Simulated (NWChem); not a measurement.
System: C3H2ClF; SMILES FC=C=CCl

NWChem input:

```
start job
memory heap 200 mb stack 900 mb global 1100 mb
geometry units angstroms noautosym nocenter noautoz
  F      0.489179    -2.647068    -0.262879
  C     -0.192810    -1.754229     0.448151
  C     -0.421781    -0.530143     0.044341
  C     -0.694312     0.695333    -0.316858
  Cl     0.319911     2.053866     0.041042
  H     -0.545984    -2.151368     1.406434
  H     -1.591901     0.966025    -0.882461
end
basis spherical
  F library def2-svp
  C library def2-svp
  Cl library def2-svp
  H library def2-svp
end
dft
  xc pbe0
  iterations 150
end
cosmo
  do_cosmo_smd true
  solvent propnol2
end
task dft energy
```

Parts of the log:

```
             Northwest Computational Chemistry Package (NWChem) 7.3.0
             --------------------------------------------------------

                             Geometry "geometry" -> ""
                             -------------------------

 Output coordinates in angstroms (scale by  1.889725989 to convert to a.u.)

  No.       Tag          Charge          X              Y              Z
 ---- ---------------- ---------- -------------- -------------- --------------
    1 F                    9.0000     0.48917900    -2.64706800    -0.26287900
    2 C                    6.0000    -0.19281000    -1.75422900     0.44815100
    3 C                    6.0000    -0.42178100    -0.53014300     0.04434100
    4 C                    6.0000    -0.69431200     0.69533300    -0.31685800
    5 Cl                  17.0000     0.31991100     2.05386600     0.04104200
    6 H                    1.0000    -0.54598400    -2.15136800     1.40643400
    7 H                    1.0000    -1.59190100     0.96602500    -0.88246100

 Effective nuclear repulsion energy (a.u.)     180.7168227022

                                 NWChem DFT Module
                                 -----------------

 Summary of "ao basis" -> "ao basis" (spherical)
 ------------------------------------------------------------------------------
       Tag                 Description            Shells   Functions and Types
 ---------------- ------------------------------  ------  ---------------------
 F                          def2-svp                 6       14   3s2p1d
 C                          def2-svp                 6       14   3s2p1d
 Cl                         def2-svp                 8       18   4s3p1d
 H                          def2-svp                 3        5   2s1p

 in cosmo_initialize ...
 calling solv_data for solv:propnol2

 solvent parameters
 solvname_short: propnol2
 solvname_long:  2-propanol
 dielec:       19.2640
 dielecinf:     1.8978
 nonaqueous SMD model solvent descriptors
 dielec:       19.2640
 sola:          0.3300
 solb:          0.5600
 solc:          0.0000
 solg:         30.1300
 solh:          0.0000
 soln:          1.3776

          ---------------
          -cosmo- solvent
          ---------------
 Cosmo: York-Karplus, doi: 10.1021/jp992097l
 dielectric constant -eps-     =  19.26
 screen = (eps-1)/(eps    )    =   0.94809
 surface charge correction     = lagrangian

   van der Waals surface
 --------------------------

 ---------- ATOMIC COORDINATES (A.U.) ------------ VDWR(ANG.) --
     1    0.92441427   -5.00223319   -0.49676928     1.730
     2   -0.36435807   -3.31501213    0.84688259     1.850
     3   -0.79705052   -1.00182500    0.08379234     1.850
     4   -1.31205943    1.31398884   -0.59877480     1.850
     5    0.60454413    3.88124396    0.07755813     2.380
     6   -1.03176015   -4.06549602    2.65777488     1.200
     7   -3.00825669    1.82552255   -1.66760949     1.200
 number of segments per atom =        128
 number of   points per atom =        128
 atom (   nspa,  nppa )
 ----------------------
    1 (     85,     0 )       0
    2 (     48,     0 )       0
    3 (     52,     0 )       0
    4 (     33,     0 )       0
    5 (    103,     0 )       0
    6 (     57,     0 )       0
    7 (     52,     0 )       0
 number of -cosmo- surface points =      430
 molecular surface =    126.857 angstrom**2
 molecular volume  =    107.542 angstrom**3
 -lineq- algorithm             =   0
 -bem- low  level              =   3
 -bem- from -octahedral-
 gaussian surface charge width =   4.50000
 degree of switching           =   1.00000
 switching function tolerance  =   0.00010
 atomic radii =
 --------------
    1  9.000  1.730
    2  6.000  1.850
    3  6.000  1.850
    4  6.000  1.850
    5 17.000  2.380
    6  1.000  1.200
    7  1.000  1.200
 ...... end of -cosmo- initialization ......

 nat:                     7
 ixmem:                  2814
 calling mnsol_interface()
 G(SMD-CDS) energy (kcal/mol)  =     0.404
 SMD-CDS SASA (angstrom**2)    =   132.556

[...]

                                COSMO-SMD solvation results
                                ---------------------------

             internal energy in gas <Psi(g)|H|Psi(g)> =      -674.787001417503
         internal energy in solvent <Psi(s)|H|Psi(s)> =      -674.786195313706
                               delta internal energy  =         0.000806103797 (    0.51 kcal/mol)
   total free energy in solvent <Psi(s)|H+V/2|Psi(s)> =      -674.792188236565
 polarization energy contribution <Psi(s)|V/2|Psi(s)> =        -0.005992922859 (   -3.76 kcal/mol)
    total free energy in solvent including G(SMD-CDS) =      -674.791544212839
                       G(SMD-CDS) energy contribution =         0.000644023726 (    0.40 kcal/mol)
     1 M fixed-concentration free energy of solvation =        -0.004542795336 (   -2.85 kcal/mol)

                       DFT Final Molecular Orbital Analysis
                       ------------------------------------

 Vector   21  Occ=2.000000D+00  E=-3.318378D-01
              MO Center=  1.9D-01,  1.9D+00, -1.2D-02, r^2= 1.5D+00
   Bfn.  Coefficient  Atom+Function         Bfn.  Coefficient  Atom+Function
  ----- ------------  ---------------      ----- ------------  ---------------
    67      0.420262  5 Cl px                68     -0.365405  5 Cl py
    64      0.317126  5 Cl px                69      0.309801  5 Cl pz
    65     -0.257833  5 Cl py                66      0.230497  5 Cl pz
    61      0.182777  5 Cl px                80      0.156506  7 H  s
    62     -0.149715  5 Cl py                63      0.133056  5 Cl pz

 Vector   22  Occ=2.000000D+00  E=-2.863198D-01
              MO Center= -2.3D-01, -9.7D-01,  1.2D-01, r^2= 2.5D+00
   Bfn.  Coefficient  Atom+Function         Bfn.  Coefficient  Atom+Function
  ----- ------------  ---------------      ----- ------------  ---------------
    32      0.358447  3 C  px                18      0.319970  2 C  px
    35      0.248934  3 C  px                 4      0.229119  1 F  px
     7     -0.181691  1 F  px                68      0.172426  5 Cl py
    20      0.166667  2 C  pz                21      0.167443  2 C  px
    34      0.145986  3 C  pz                65      0.134157  5 Cl py

 Vector   23  Occ=2.000000D+00  E=-2.846835D-01
              MO Center= -2.0D-01,  5.9D-01, -1.1D-02, r^2= 3.0D+00
   Bfn.  Coefficient  Atom+Function         Bfn.  Coefficient  Atom+Function
  ----- ------------  ---------------      ----- ------------  ---------------
    69      0.380033  5 Cl pz                34     -0.336927  3 C  pz
    48     -0.260589  4 C  pz                66      0.260593  5 Cl pz
    67     -0.229182  5 Cl px                37     -0.221676  3 C  pz
    46      0.158474  4 C  px                64     -0.157612  5 Cl px
    51     -0.152086  4 C  pz                63      0.150480  5 Cl pz

 Vector   24  Occ=0.000000D+00  E=-2.186644D-02
              MO Center= -4.3D-01, -1.6D-01, -5.2D-02, r^2= 3.0D+00
   Bfn.  Coefficient  Atom+Function         Bfn.  Coefficient  Atom+Function
  ----- ------------  ---------------      ----- ------------  ---------------
    51      0.486801  4 C  pz                37     -0.405512  3 C  pz
    48      0.373877  4 C  pz                34     -0.338617  3 C  pz
    49     -0.287646  4 C  px                35      0.238962  3 C  px
    76      0.234683  6 H  s                 46     -0.221182  4 C  px
     3     -0.209799  1 F  s                 69     -0.207182  5 Cl pz

 Vector   25  Occ=0.000000D+00  E=-1.287473D-02
              MO Center= -2.6D-01, -4.4D-01,  1.4D-01, r^2= 3.7D+00
   Bfn.  Coefficient  Atom+Function         Bfn.  Coefficient  Atom+Function
  ----- ------------  ---------------      ----- ------------  ---------------
    21      0.425848  2 C  px                68     -0.413922  5 Cl py
    18      0.374251  2 C  px                32     -0.297572  3 C  px
    60      0.298936  5 Cl s                 35     -0.293298  3 C  px
    50     -0.266240  4 C  py                67     -0.262963  5 Cl px
    23      0.239181  2 C  pz                49     -0.220824  4 C  px

 Vector   26  Occ=0.000000D+00  E= 8.520480D-02
              MO Center= -9.4D-01,  9.9D-01, -4.8D-01, r^2= 3.8D+00
   Bfn.  Coefficient  Atom+Function         Bfn.  Coefficient  Atom+Function
  ----- ------------  ---------------      ----- ------------  ---------------
    45      1.640645  4 C  s                 81     -1.404722  7 H  s
    31     -0.662869  3 C  s                 60     -0.495663  5 Cl s
    44      0.457759  4 C  s                 68      0.435392  5 Cl py
    67      0.396534  5 Cl px                17      0.380460  2 C  s
    50      0.374707  4 C  py                47      0.253671  4 C  py

     Multipole analysis of the density
     ---------------------------------

     L   x y z        total         alpha         beta         nuclear
     -   - - -        -----         -----         ----         -------
     0   0 0 0     -0.000000    -23.000000    -23.000000     46.000000

     1   1 0 0     -0.688972     -0.202563     -0.202563     -0.283846
     1   0 1 0     -0.122038     -0.413012     -0.413012      0.703985
     1   0 0 1      0.266975      0.218922      0.218922     -0.170869

     2   2 0 0    -24.597328    -31.776335    -31.776335     38.955342
     2   1 1 0      0.458169      0.894974      0.894974     -1.331779
     2   1 0 1      0.586920     -0.406614     -0.406614      1.400147
     2   0 2 0    -26.740587   -305.104246   -305.104246    583.467905
     2   0 1 1     -2.857653      2.789365      2.789365     -8.436384
     2   0 0 2    -24.487206    -21.575873    -21.575873     18.664541
```

Level: PBE0/def2-SVP, SMD on the gas-phase geometry. Geometry: optimised at PBE0/def2-SVP. Solvent: 2-propanol.
